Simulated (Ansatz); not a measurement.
Reactions of Cl$_{2}$H$_{4}$SiSn, SMILES `[SiH3][SnH]([Cl])[Cl]`.

Isolated molecules relaxed with PBE0-D4/def2-TZVP in Ansatz; ΔE leaves out vibrations. CBS: MP2 limit from def2 TZ/QZ plus the TZ coupled-cluster correction, frozen cores. DFT in def2-TZVPP. Elements past krypton have def2 core potentials. For Sc, Sn outer-core shells are correlated without core-valence functions, which leaves a few kJ/mol of doubt a bond. Scalar relativity is left out up to krypton. One conformer a species, not always the lowest.

```json
{"reaction": "`[SiH3][SnH]([Cl])[Cl]` + `[CH3][Sc]([F])[Cl]` → `[CH3][SnH]([SiH3])[Cl]` + `[F][Sc]([Cl])[Cl]`", "CCSD(T)/CBS(def2) (kcal/mol)": "-29.7"}
{"reaction": "`[SiH3][SnH]([Cl])[Cl]` + `[NH2][SnH2][OH]` → `[OH][SnH2][NH][SiH3]` + `[Cl][SnH2][Cl]`", "CCSD(T)/CBS(def2) (kcal/mol)": "-6.4"}
{"reaction": "`[SiH3][SnH]([Cl])[Cl]` + `O[Si](O)(Cl)Cl` → `O[Si](Cl)(Cl)O[SiH3]` + `[Cl][SnH2][Cl]`", "CCSD(T)/CBS(def2) (kcal/mol)": "-16.1"}
{"reaction": "`[SiH3][SnH]([Cl])[Cl]` + `C=C([SiH3])CF` → `C=C([SiH3])C[SiH3]` + `[F][SnH]([Cl])[Cl]`", "CCSD(T)/CBS(def2) (kcal/mol)": "-22.7"}
{"reaction": "`[SiH3][SnH]([Cl])[Cl]` + `OC(S)S` → `OC([SiH3])S` + `[SH][SnH]([Cl])[Cl]`", "CCSD(T)/CBS(def2) (kcal/mol)": "?"}
```

(1) Fill in the missing values. (An estimate is asked.)

Largest T1 diagnostic: 0.015, for `[F][Sc]([Cl])[Cl]`.

Answers

(1) Ansatz gave: `[SiH3][SnH]([Cl])[Cl]` + `OC(S)S` → `OC([SiH3])S` + `[SH][SnH]([Cl])[Cl]`: -11.2 kcal/mol.
